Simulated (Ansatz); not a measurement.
Job for Ansatz (a first-principles code): R-CCSD(T)/aug-cc-pVDZ on CH4O (a complex), monomers drawn apart or pushed together.

Ansatz 0.2 input:
```yaml
crystal:
  periodic: [false, false, false]
  atoms:
    - {symbol: C, position_ang: [-0.35073975, -0.50688680, 0.04175197]}
    - {symbol: O, position_ang: [0.32918566, 0.24201725, -0.60192827]}
    - {symbol: H, position_ang: [-1.40291903, -0.27408985, 0.29596654]}
    - {symbol: H, position_ang: [0.03506060, -1.47353629, 0.41948259]}
    - {symbol: H, position_ang: [0.10826526, 0.47098566, 4.18796983]}
    - {symbol: H, position_ang: [-0.33273837, -0.02499432, 4.52510227]}
basis:
  gaussian:
    orbitals: aug-cc-pVDZ
magnetization: {spin_polarized: false}
correlation: {method: ccsd_t, electrons: outside_noble_gas}
scf: {lower_state_search: off}
```

**Question.** Give the final energy of this run.

**Answer.** -115.4092 hartree (reference determinant -115.0145, T1 diagnostic 0.015).

**Question.** How many basis functions does it have, and what does it roughly cost on one machine?

**Answer.** 82 functions; around 5 core-seconds (rough).
